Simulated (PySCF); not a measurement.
Molecule: sum formula MoO₂Cl₂, charge 1, multiplicity 2. The spin state was set by rule; other spins were not relaxed. SMILES of the parent species: [O]=[Mo](=[O])([Cl])[Cl]
Coordinates optimised at B3LYP-D3(BJ)/def2-TZVP (Ansatz):
```xyz
5

Mo     0.2370    -0.0432     0.0821
O      1.5940    -0.6046    -0.7443
O      0.9255     0.1662     1.7050
Cl    -0.4289     1.8712    -0.7425
Cl    -1.3422    -1.5581     0.0875
```
Charge +1, spin multiplicity 2.

Dispersion corrections to the total energy (kcal/mol) from the dftd3 and dftd4 libraries through PySCF: D3(BJ) without and D4 with the three-body term, each with the damping fitted for the functional named.

| functional | D3(BJ) | D4 |
|---|---|---|
| B2GP-PLYP | -5.87 | -1.78 |
| PW6B95 | -3.05 | -3.41 |
| BP86 | -8.18 | -5.84 |
| CAM-B3LYP | -4.07 | -3.68 |
| TPSSh | -5.18 | [?] |
| BLYP | [?] | -8.77 |
| TPSS | -5.48 | [?] |

Q: Some entries are withheld; supply them.

A: 
- TPSSh, D4: -4.99
- BLYP, D3(BJ): -9.75
- TPSS, D4: -5.53
